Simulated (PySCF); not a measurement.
# Unknowns

Computational details: coordinates at the GFN2-xTB level, NMR shieldings at PBE0/pcSseg-1/GIAO, in PySCF 2.14.0 with density-fitted response routines (one computed conformer, gas phase, fast rotation and ring inversion assumed for equivalent nuclei, no relativistic terms).

Scale: TMS for 1H (σref 31.72) and 13C (σref 186.93) (reference shieldings calculated alike). Where no couplings were computed, multiplicities follow the n + 1 count of equivalent neighbours, and m marks all less simple cases (inequivalent or close neighbours, rings, F or P nearby). Shifts are as computed. Against solution values, carbons near 30 ppm lie about +3 ppm off and those near 130 ppm about +5 ppm; carbons on Cl a further +6 ppm. Of 1211 compounds with measured shifts, 218 miss one by over three times the rms of a fit or turn the order of signals round; such compounds aren't used in these exercises. Carbons bonded to Cl come out too deshielded.

Problem. C₁₀H₇Cl. 1H NMR (500 MHz, computed): δ 8.57 (d, 1H), 8.56 (d, 1H), 8.11 (m, 1H), 7.65 (m, 1H), 7.65 (m, 1H), 7.53 (m, 1H), 7.53 (m, 1H). 13C{1H} NMR (computed): δ 153.9 (C), 144.2 (CH), 143.3 (C), 143.3 (C), 142.5 (CH), 142.5 (CH), 129.6 (CH), 129.5 (CH), 121.7 (CH), 121.7 (CH). What is it?

Solution. SMILES Clc1cc2cccccc-2c1. Rings plus π bonds: 7 (2 rings in the answer). 10 carbon signals for 10 carbons: no two carbons are equivalent. Carbon types of the structure: 3 × C, 7 × CH, which accounts for all hydrogens. δC 153.9: aromatic carbon bearing chlorine. δC 144.2, 142.5, 142.5, 129.6, 129.5, 121.7, 121.7: aromatic CH. δC 143.3, 143.3: substituted aromatic carbon. δH 8.57, 8.56, 8.11, 7.65, 7.65, 7.53, 7.53: hydrogen on an aromatic CH; ring-current deshielding.

The data come from this structure; uniqueness wasn't tested.

Problem. C₆H₈ClNO. 1H NMR (400 MHz, computed): δ 6.30 (m, 1H), 5.81 (m, 1H), 3.80 (s, 3H), 3.59 (s, 3H). 13C{1H} NMR (computed): δ 153.3 (C), 121.9 (CH), 111.6 (C), 102.6 (CH), 57.8 (CH3), 37.7 (CH3). Identify the compound.

Solution. `COc1cn(C)cc1Cl`. Rings plus π bonds: 3 (1 ring in the answer). 6 carbon signals for 6 carbons: no two carbons are equivalent. Carbon types of the structure: 2 × C, 2 × CH, 2 × CH3, which accounts for all hydrogens. δC 153.3: aromatic carbon bearing oxygen; an ipso carbon deshielded by its heteroatom. δC 121.9, 102.6: aromatic CH next to a ring nitrogen. δC 111.6: aromatic carbon bearing chlorine. δH 6.30, 5.81: hydrogen on an aromatic CH next to a ring nitrogen.

The data come from this structure; uniqueness wasn't tested.
